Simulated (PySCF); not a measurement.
Fractional electron number in W⁻ (tungsten, charge -1)

The 5d alpha orbital of [Xe] 4f14 5d5 6s2 is emptied in steps (occupation f), with all orbitals relaxed, ending at [Xe] 4f14 5d4 6s2. All numbers are calculated (PySCF 2.14, a scalar-relativistic core potential, in aug-cc-pVDZ-PP with ECP60MDF). The exact energy is a straight line in f; departures are measured from the line between the end points of the same method.

```tsv
f	BLYP (eV)
1	0.000
0.9	-0.277
0.7	-0.667
0.5	-0.818
0.3	-0.706
0.1	-0.309
0	0.000
```

| method | E(f=0) − E(f=1) (eV) | −ε at f=1 (eV) | −ε at f=0.5 (eV) |
| --- | --- | --- | --- |
| BLYP | 1.374 | -1.646 | 1.259 |

Orbital energy along the path (eV):

```tsv
f	BLYP
1	1.646
0.9	1.133
0.7	0.003
0.5	-1.259
0.3	-2.632
0.1	-4.090
0	-4.843
```

At f = 1 the orbital energy is positive for BLYP: only the finite basis holds the electron.

Reference removal energy between the ground levels: 0.817 eV (measured; photodetachment measurements, as compiled on the Wikipedia data page of electron affinities). The calculation has no spin-orbit coupling. The determinant left behind need not be the lowest term of the ion.
